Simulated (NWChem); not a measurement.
SiH₄S; SMILES [SiH3]S

Results from NWChem. Pople sets run with spherical d functions. All runs use the structure optimised with PBE0-D3(BJ)/def2-TZVP. Ions are spin-unrestricted doublets at the neutral geometry. Hybrids' shares of exact exchange are those that their runs print; pure functionals count as 0. The functionals differ in more than this share.

```csv
row,share of exact exchange,ΔSCF ionisation energy minus −ε(HOMO) (eV)
PBE/6-31G*,0.00,3.52
B3LYP/6-31G*,0.20,2.69
PBE0/6-31G*,0.25,2.41
Hartree-Fock/6-31G*,1.00,withheld
```

Question: Fit a straight line of the last column on the one before it, predict the withheld value, and compare with the run.

Answer: 
1. Means of the 3 shown rows: x = 0.150, y = 2.873. Slope Σ(x − x̄)(y − ȳ)/Σ(x − x̄)² = -0.1525/0.03500 = -4.357; intercept 3.527.
2. The shown rows scatter about the line by 0.026 (root mean square); the largest residual is +0.03, at B3LYP/6-31G*.
3. At x = 1.00 (Hartree-Fock/6-31G*; beyond the shown range) the line gives -0.83.
4. The run gives -1.35, -0.52 from the line, 20.1 times the scatter. The line crosses zero at a share of 0.81.
